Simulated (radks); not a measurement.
Question: Species: Ce V. Configuration: [Xe]. Method: scalar-relativistic Kohn-Sham, PBE, spin-polarised, spherical densities, finite nucleus; Fermi nuclear charge, rms radius 4.8771 fm; computed with a radial shooting solver on a logarithmic mesh with Libxc functionals. Some entries of the table are withheld. Estimate them.

| orbital | occ. | eigenvalue (eV) | <1/r> (bohr^-1) |
|---|---|---|---|
| 1s | 2 | -40310.32 | 63.34 |
| 2s | 2 | -6492.154 | 14.60 |
| 2p | 6 | -5819.231 | 13.83 |
| 3s | 2 | -1434.243 | 5.299 |
| 3p | 6 | (1) | (2) |
| 3d | 10 | (3) | 4.759 |
| 4s | 2 | -325.5616 | 2.219 |
| 4p | 6 | -255.4036 | 2.050 |
| 4d | 10 | -154.2930 | 1.795 |
| 5s | 2 | -78.8711 | (4) |
| 5p | 6 | -60.0652 | 0.7980 |

Answer: 
(1) 3p eigenvalue (eV): -1220.206
(2) 3p <1/r> (bohr^-1): 5.018
(3) 3d eigenvalue (eV): -916.0477
(4) 5s <1/r> (bohr^-1): 0.9094
